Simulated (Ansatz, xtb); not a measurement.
## C2H9AlN+: which of two structures lies lower

Structure a: a singlet given by its coordinates. Structure b: a singlet given by its coordinates. Both are isolated ions in the gas phase, relaxed with PBE0-D3(BJ)/def2-SVP.

a (Å):

```xyz
13

C    -0.4464    2.3975   -1.5748
C     0.1620   -0.5245    0.5141
Al    0.0007    1.3008   -0.0621
N     0.4800    2.5171    1.4879
H    -0.6567    1.7789   -2.4615
H    -1.3435    3.0120   -1.3854
H     0.3678    3.0922   -1.8430
H    -0.5366   -0.7588    1.3358
H     1.1773   -0.7554    0.8795
H    -0.0572   -1.2211   -0.3102
H    -0.1463    3.3264    1.5709
H     0.4726    2.0445    2.3987
H     1.4211    2.9178    1.3895
```

Close contacts (Å): C1–Al3 1.92, C2–Al3 1.92, Al3–N4 2.03, C1–H5 1.10, C1–H6 1.10, C1–H7 1.10, C2–H8 1.10, C2–H9 1.10, C2–H10 1.10, N4–H11 1.03, N4–H12 1.03, N4–H13 1.03.

b (Å):

```xyz
13

C    -1.2117   -0.9393    0.7199
C     0.0395   -0.9030   -0.1624
Al    0.1263    0.4764   -1.5107
N    -1.5327    1.6206   -1.4683
H    -2.1328   -1.1094    0.1387
H    -1.1540   -1.7607    1.4495
H    -1.3405   -0.0155    1.3074
H     0.9527   -0.8032    0.4548
H     0.1798   -1.8686   -0.6848
H     1.0277    1.0542   -2.6552
H    -1.3282    2.6121   -1.2915
H    -2.0442    1.6132   -2.3596
H    -2.2012    1.3272   -0.7459
```

Close contacts (Å): C1–C2 1.53, C2–Al3 1.93, Al3–N4 2.02, C1–H5 1.10, C1–H6 1.10, C1–H7 1.10, C2–H8 1.11, C2–H9 1.11, Al3–H10 1.57, N4–H11 1.03, N4–H12 1.03, N4–H13 1.03.

Quicker runs give these differences E(b) − E(a): GFN2-xTB +21.7 kJ/mol; HF/STO-3G +66.4 kJ/mol (at GFN2-xTB geometries); r2SCAN-D4/def2-SVP +77.4 kJ/mol (at GFN2-xTB geometries).

Problem. Estimate E(b) − E(a) at the level CCSD(T)/def2-SVP + ΔMP2/def2-TZVPP.

Solution. Calculated at CCSD(T)/def2-SVP + ΔMP2/def2-TZVPP: E(b) − E(a) = +73.6 kJ/mol, so structure a lies lower.

Level by level:

```tsv
level	geometry	E(b) − E(a) (kJ/mol)	departure from the last row (kJ/mol)	job, with rough time for the two
GFN2-xTB	GFN2-xTB	+21.7	−51.9	optimisation, 0.57 s
HF/STO-3G	GFN2-xTB	+66.4	−7.2	single point, 0.4 s
r2SCAN-D4/def2-SVP	GFN2-xTB	+77.4	+3.8	single point, 3.3 s
PBE0-D3(BJ)/def2-SVP	PBE0-D3(BJ)/def2-SVP	+70.5	−3.0	optimisation, 1.7 min
HF/def2-SVP	PBE0-D3(BJ)/def2-SVP	+64.5	−9.1	part of the CCSD(T) run
MP2/def2-SVP	PBE0-D3(BJ)/def2-SVP	+66.0	−7.6	part of the CCSD(T) run
CCSD(T)/def2-SVP	PBE0-D3(BJ)/def2-SVP	+62.7	−10.9	single point
CCSD(T)/def2-SVP + ΔMP2/def2-TZVPP	PBE0-D3(BJ)/def2-SVP	+73.6		single point, 21 s
```

The levels shown agree on the order. The largest departure from CCSD(T)/def2-SVP + ΔMP2/def2-TZVPP is that of GFN2-xTB, 51.9 kJ/mol. The last row adds to CCSD(T) the change of the MP2 difference between the two basis sets, here +10.9 kJ/mol.

With harmonic frequencies from PBE0-D3(BJ)/def2-SVP (ideal gas, rigid rotor, one conformer each, 298.15 K, 1 atm): on the last row, ΔE + ΔZPE = +74.8 kJ/mol. A mode under 50 cm⁻¹ makes harmonic enthalpies and free energies unreliable, so none is given.

The correlated steps freeze 8 core orbitals. Run with Ansatz 0.2.0, xtb 6.7.1; the last row on 2 threads of Intel(R) Xeon(R) Processor @ 2.70GHz on a shared host.
